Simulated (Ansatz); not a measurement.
System: GeI, charge 0, multiplicity 2. 
Coordinates optimised at B3LYP-D3(BJ)/def2-TZVP (Ansatz, a first-principles code):
```xyz
2

Ge     0.0000     0.0000    -1.5933
I      0.0000     0.0000     0.9620
```
Charge 0, spin multiplicity 2.

Property: vertical electron affinity (to the triplet state of charge -1; a negative value means that the extra electron is unbound and the number depends on the basis; each state is the SCF solution reached for its spin), in eV. Valence correlation only, unless marked. Open shells are spin-unrestricted. Spin-orbit coupling is left out. The frozen core is the preceding noble-gas configuration, with the filled d and f shells of earlier blocks. In def2 rows, elements after Kr have scalar-relativistic effective core potentials. Anions need diffuse functions: def2-D sets add few. CBS marks a two-point X^-3 extrapolation of the correlation energy; Hartree-Fock from the larger set.

| level | program | vertical electron affinity (eV) |
|---|---|---|
| SVWN5/def2-TZVPD | Ansatz | 1.49 |
| PBE/def2-TZVPD | Ansatz | 1.38 |

Q: Estimate the value at CCSD(T)/CBS(def2-TZVPPD,def2-QZVPPD) as computed with Ansatz.

A: 1.54 eV, so PBE/def2-TZVPD differs from it by -0.16 eV.
